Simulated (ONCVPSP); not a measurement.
## copper: ONCV pseudisation with PBE, scalar-relativistic reference atom.

```json
{
  "Element": "copper",
  "Generator": "ONCVPSP 4.0.1",
  "Type": "optimised norm-conserving Vanderbilt (ONCV)",
  "Functional": "PBE",
  "Relativity": "scalar-relativistic",
  "Frozen core": "[Ne]",
  "Valence charge": "19",
  "Reference configuration": "3s2 3p6 3d10 4s1",
  "Partial waves": "3s+4s: rc 1.25 bohr, ncon 4, nbas 7, qcut 7.2 1/bohr, 2 projectors; 3p: rc 0.85 bohr, ncon 4, nbas 8, qcut 18.8 1/bohr, 2 projectors, debl 1 Ha; 3d: rc 1.45 bohr, ncon 4, nbas 9, qcut 9.8 1/bohr, 2 projectors, debl 3.1 Ha",
  "Local potential": "polynomial inside 0.80 bohr (lpopt 5, dvloc0 0 Ha)",
  "Core correction": "none"
}
```

In the p channel the program set the typed energies aside and used -2.651, 0.250 Ha.

Poles of the logarithmic derivatives, all-electron (AE) and pseudo (PS). s: poles at -3.7 (AE) and -3.7 (PS) Ha. p: poles at 1.9 (AE) and 1.9 (PS) Ha. d: poles at 0.3 (AE) and 0.3 (PS) Ha. Test radii: s 1.27, p 0.86, d 1.47 bohr.

* Cutoffs needed: 92 Ha and 116 Ha (the cutoffs (Ha) at which the residual kinetic energy of the hardest occupied pseudo-wave falls to 1 and 0.1 mHa per electron)
* Ghost test: no bound ghost flagged; no localised positive-energy state flagged
* Configuration tests: 1 of 4 tests not solved or not reliable
